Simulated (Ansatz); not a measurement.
Reaction (substitution at a C–C bond): `C/N=C(/C)Cl` + `NB(O)F` → `COB(N)F` + `C/N=C/Cl`

Computed with Ansatz on PBE0-D4/def2-TZVP structures; ΔE is electronic, products minus reactants. CBS: MP2 limit from def2 TZ/QZ plus the TZ coupled-cluster correction, frozen cores. This one scheme is used for every species. Double bonds are as drawn, so ΔE can hold a change between cis and trans. Functionals use def2-TZVPP. B3LYP here is the variant with VWN-RPA as its local correlation; programs differ in this. Each species was taken in one conformer, which may not be the lowest.

`C/N=C(/C)Cl`:

Cartesian coordinates in Å:
```
C 0.474 -0.530 -1.771
N -0.027 -0.648 -0.434
C -0.061 0.279 0.392
C -0.580 0.154 1.779
Cl 0.516 1.940 0.049
H 1.282 -1.253 -1.906
H -0.320 -0.807 -2.468
H 0.840 0.471 -2.018
H -1.406 0.851 1.936
H 0.202 0.409 2.497
H -0.918 -0.867 1.944
```

`NB(O)F`:

Cartesian coordinates in Å:
```
N -0.396 -0.219 0.819
B 0.414 -0.214 -0.330
O 0.358 0.700 -1.340
F 1.328 -1.181 -0.466
H -0.293 -0.928 1.522
H -1.108 0.458 1.018
H -0.303 1.384 -1.223
```

`COB(N)F`:

Z-matrix (Å, degrees):
```
C
O 1 1.412
H 1 1.093 2 111.5
H 1 1.090 2 107.5 3 -119.4
H 1 1.094 2 111.4 3 121.4
B 2 1.359 1 120.4 3 -58.5
F 6 1.345 2 120.1 1 0.2
N 6 1.400 2 120.7 1 -179.8
H 8 1.003 6 122.4 2 -180.0
H 8 1.003 6 122.2 2 0.0
```

`C/N=C/Cl`:

Cartesian coordinates in Å:
```
C -0.554 -0.392 -0.857
N 0.608 -0.402 -0.004
C 0.642 0.408 0.940
Cl 1.987 0.483 2.023
H -1.310 0.350 -0.571
H -0.236 -0.199 -1.884
H -1.008 -1.386 -0.845
H -0.130 1.138 1.197
```

| level | ΔE (kJ/mol) | difference from CCSD(T)/CBS |
| --- | --- | --- |
| PBE-D4 | 87.4 | 1.2 |
| r2SCAN-D4 | 89.1 | 2.9 |
| PBE0-D4 | 86.1 | -0.1 |
| B3LYP-D4 | 80.3 | -5.9 |
| ωB97M-V | 81.2 | -5.0 |
| B2PLYP | 81.1 | -5.1 |
| PBE | 84.8 | -1.4 |
| PBE0 | 83.9 | -2.3 |
| B3LYP | 75.9 | -10.3 |
| HF/def2-TZVPP | 65.0 | -21.2 |
| SCS-MP2/def2-TZVPP | 82.4 | -3.8 |
| CCSD/def2-TZVPP | 79.0 | -7.2 |
| MP2/def2-QZVPP | 93.8 | 7.6 |
| SCS-MP2/def2-QZVPP | 84.5 | -1.7 |
| HF/CBS(def2) | 64.5 | -21.7 |
| CCSD/CBS(def2) | 82.8 | -3.4 |
| CCSD(T)/CBS | 86.2 | 0 |

Largest T1 diagnostic among the species: 0.012.

In def2-TZVPP, CCSD(T) changes the Hartree–Fock value by +17.5 kJ/mol (the triples alone add +3.4 kJ/mol) and MP2 by +26.8 kJ/mol. The D4 term adds +4.4 kJ/mol with B3LYP and +2.3 kJ/mol with PBE0; it sums over pairs of atoms, weighted by their polarisabilities, and B3LYP, whose exchange is more repulsive, gets the larger term.
